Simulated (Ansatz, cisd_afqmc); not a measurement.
System: C2HCl2F3, charge 0, singlet. C2HCl2F3 (SMILES FC(F)(C(Cl)Cl)F).
B3LYP-D3(BJ)/def2-TZVP minimum from Ansatz (a quantum-chemistry and plane-wave program):
```
C
H 1 1.0852
C 1 1.5365 2 108.21
F 3 1.3330 1 112.62 2 180.00
F 3 1.3417 4 108.47 1 -121.70
F 3 1.3417 4 108.47 5 -116.60
Cl 1 1.7740 2 107.92 3 -119.31
Cl 1 1.7740 2 107.92 3 119.31
```

Total energies in cc-pV(T+d)Z, 44 correlated electrons, 15 frozen orbitals. Radicals and triplets start from unrestricted determinants; spin-orbit coupling is neglected. Correlated methods leave the cores frozen. No relativity. AFQMC/CISD: phaseless, guided by CISD from CCSD amplitudes; bars are statistical, one sigma. Outlying blocks are dropped, and bars are widened where a walk drifts. Over all cases where full CI ran beside it in this data, AFQMC minus full CI had a median of +0.1 mEh and passed +0.4 mEh in a tenth of the cases.

| method | program | energy (Eh) | minus AFQMC/CISD (mEh) |
|---|---|---|---|
| HF | Ansatz | -1293.81683 | 1541.9 ± 0.7 |
| MP2 | Ansatz | -1295.26559 | 93.1 ± 0.7 |
| CCSD | Ansatz | -1295.29911 | 59.6 ± 0.7 |
| CCSD(T) | Ansatz | -1295.35576 | 3.0 ± 0.7 |
| AFQMC/CISD | cisd_afqmc | -1295.3587 ± 0.0007 | 0.0 |
